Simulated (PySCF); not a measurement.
## MF2+ across group 17

Level: PBE0, basis family def2-TZVP, scalar-relativistic core potentials from Rb on and no relativity for lighter atoms.

Each entry is the lowest minimum that a search over a few typed start shapes (and spin states, where more than one is plausible) found, or that minimum re-optimised at the stated level; isomers with ligand–ligand bonds, or fragments after loss of a ligand pair, can lie lower. Open shells are unrestricted; no spin–orbit coupling; PySCF with density fitting.

```
molecule  2S+1  point group  mean bond to the central atom (Å)  dipole (D)  highest ω (cm⁻¹)  lowest ω (cm⁻¹)
   ClF₂⁺     1          C2v                              1.536        1.81               920              372
   BrF₂⁺     1          C2v                              1.676        1.89               790              285
    IF₂⁺     1          C2v                              1.825        2.58               736              232
```

The bond lengthens at every step; the largest change, 0.149 Å, falls between BrF₂⁺ and IF₂⁺ among the members listed.

Left out of the table are members whose search was unfinished or whose lowest solution was spin-contaminated, unstable, very soft or bonded differently.
